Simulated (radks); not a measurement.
These are the eigenvalues of the occupied orbitals of an atom or ion with whole-number occupations (eV). Method: scalar-relativistic Kohn-Sham, SCAN, spin-unpolarised, spherical densities, finite nucleus; meta-GGA in the generalised Kohn-Sham scheme; Fermi nuclear charge, rms radius of each element as measured or else 0.836 A^(1/3) + 0.57 fm; computed with a radial shooting solver on a logarithmic mesh with Libxc functionals.

orbital  eigenvalue
1s        -55620.50
2s        -9372.835
2p        -8305.618
3s        -2147.765
3p        -1819.350
3d        -1402.671
4s        -473.0304
4p        -364.0936
4d        -216.5501
5s         -98.6523
5p         -71.2237
4f         -55.5336

Which element is it, and in what charge state? The configuration may be excited.

Answer. Z = 67, holmium, charge +4: Ho4+ in [Xe] 4f9. The list shows which subshells hold electrons but not how many an open one holds; the 1s level, -2044 hartree, gives Z - s = 63.9 by -(Z - s)^2/2, which with screening and relativity narrows Z to a few neighbours, and the depths of the outer levels then fix element, charge and occupations together.
